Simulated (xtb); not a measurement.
SnH2F2, SMILES [SnH2]([F])[F]. All values are semi-empirical tight-binding results from xtb (GFN2-xTB unless named), good for trends rather than for accurate numbers. The structure is a stationary point at GFN2-xTB.

Optimised geometry:

Bond lengths (Å): Sn1–F2 1.923, Sn1–F3 1.923, Sn1–H4 1.672, Sn1–H5 1.672. Angles (°): F2–Sn1–F3 101.5, F2–Sn1–H4 106.9, F2–Sn1–H5 106.9, F3–Sn1–H4 106.9, F3–Sn1–H5 106.9, H4–Sn1–H5 125.1.
Charge 0, spin multiplicity 1.

For metal compounds this method's bond lengths and energies can be far off.

- point group as xtb finds it = C2v
- orbital gap = 5.38 eV
- zero-point energy = 8.4 kcal/mol
- G − E(el) at 298.15 K (modified RRHO) = -9.4 kcal/mol

Question: Give the atomic charges and the Wiberg bond orders between heavy atoms. (An estimate is asked for; the answer gives what the named calculation found.)

Answer: charges (e) Sn1 0.41, F2 -0.28, F3 -0.28, H4 0.08, H5 0.08. Bond orders Sn1–F2 0.92, Sn1–F3 0.92.
